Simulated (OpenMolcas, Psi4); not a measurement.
SnH2F2 (SMILES [F][SnH2][F]): methods side by side

SnH2F2: 5 atoms, total charge 0, spin state singlet. SMILES: `[F][SnH2][F]`. Geometry: relaxed at PBE0-D4/def2-TZVP.

Each level gives the HOMO–LUMO gap (eV). The values are calculated.

```csv
level,kind,program,value (eV)
HF/def2-SVP (core potential),Hartree–Fock,OpenMolcas,15.89
PBE/def2-SVP (core potential),GGA,Psi4,6.37
revPBE/def2-SVP (core potential),GGA,Psi4,6.41
TPSS/def2-SVP (core potential),meta-GGA,Psi4,6.72
r2SCAN/def2-SVP (core potential),meta-GGA,Psi4,7.13
B3LYP/def2-SVP (core potential),global hybrid,Psi4,?
BHLYP/def2-SVP (core potential),global hybrid,Psi4,?
PBE0/def2-SVP (core potential),global hybrid,Psi4,9.06
```

Task: Estimate the missing values from the other rows.

Result: As computed at these levels: B3LYP/def2-SVP (core potential): 8.44 eV; BHLYP/def2-SVP (core potential): 11.50 eV. The values span 6.37 to 15.89 eV. Orbital gaps aren't excitation energies; they tend to grow with the share of exact exchange.
